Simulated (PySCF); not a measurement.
Method: ωB97X-D3(BJ)/def2-TZVP // B3LYP-D3(BJ)/def2-TZVP run with PySCF. All species are isolated molecules in the gas phase. Delta-SCF ions had no search for a lower state. 

Reference species (SMILES): `BF` (neutral, multiplicity 1).

```
Quantity                                  Result
--------------------------------------  --------
vertical ionisation energy (Delta-SCF)  12.67 eV
```

Changed species: `B` (0 of 3 H replaced by F; the reference has 1 of 3 H replaced by F).

Problem. Predict the effect on the vertical ionisation energy (Delta-SCF).

Solution. the vertical ionisation energy (Delta-SCF) increases by 0.65 eV, to 13.32 eV.
